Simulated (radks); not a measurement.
Valence configurations of F III (all share [He]). Method: non-relativistic Kohn-Sham, SCAN, spin-polarised, spherical densities, point nucleus; open shells are filled with parallel spins first; meta-GGA in the generalised Kohn-Sham scheme; computed with a radial shooting solver on a logarithmic mesh with Libxc functionals. Energies are relative to 2s2 2p3; eigenvalues in eV for spin up.

| valence | E (eV) | moment (Bohr magnetons) | e(2p) | e(2s) |
|---|---|---|---|---|
| 2s2 2p3 | 0.000 | 3 | -52.874 | -72.884 |
| 2s1.5 2p3.5 | 10.345 | 3 | -52.825 | -72.955 |
| 2s1 2p4 | 20.182 | 3 | -52.760 | -73.013 |
| 2s0.5 2p4.5 | 34.321 | 2 | -51.722 | -72.016 |
| 2p5 | 47.014 | 1 | -50.427 | - |

NIST lists [He] 2s2 2p3 as the ground configuration; this level of theory agrees among the configurations tried. The energies are those of spherical high-spin densities, not of single terms.
